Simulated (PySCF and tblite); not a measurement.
Values are calculated unless marked as measured or tabulated.
Stationary points of C₈H₇F at PBE0-D3(BJ)/def2-SVP, in Å:

Structure A

```
 1 F    -0.949   -1.812    0.165
 2 C    -0.577   -0.615   -0.269
 3 C    -1.297    0.514   -0.187
 4 C    -0.409    1.679   -0.591
 5 C     0.185    2.085    0.747
 6 C     1.344    1.439    0.966
 7 C     1.736    0.660   -0.222
 8 C     0.758   -0.412   -0.844
 9 C     0.782    1.004   -1.317
10 H    -2.269    0.611    0.298
11 H    -0.915    2.478   -1.153
12 H    -0.367    2.670    1.487
13 H     1.901    1.435    1.904
14 H     2.790    0.457   -0.429
15 H     1.240   -1.226   -1.390
16 H     1.091    1.294   -2.324
```

Structure B

```
 1 F    -1.306   -2.554    0.382
 2 C    -0.890   -1.394   -0.116
 3 C    -1.515   -0.183    0.139
 4 C    -0.701    0.921   -0.450
 5 C    -0.244    1.190    0.946
 6 C     1.042    0.700    1.148
 7 C     1.533    0.137   -0.025
 8 C     0.282   -1.249   -0.843
 9 C     0.513    0.202   -1.113
10 H    -2.467   -0.054    0.651
11 H    -1.204    1.712   -1.023
12 H    -0.850    1.724    1.678
13 H     1.551    0.670    2.112
14 H     2.530   -0.280   -0.169
15 H     0.916   -2.059   -1.197
16 H     0.808    0.519   -2.122
```

Level: PBE0/pcSseg-1 + D3(BJ), IEF-PCM water on PBE0-D3(BJ)/def2-SVP stationary points, with GFN2-xTB thermal terms.

Question: Which structure is a saddle point, and along which motion?

Answer: B: one imaginary mode (436i cm⁻¹ at GFN2-xTB, mostly on C5, C7, C3), along the Cope rearrangement (breaking C8–C7, making C3–C5).

Question: Give their symmetry and energies above the lowest.

Answer: A C1, 0.0 kcal/mol; B Cs, 8.3 kcal/mol.
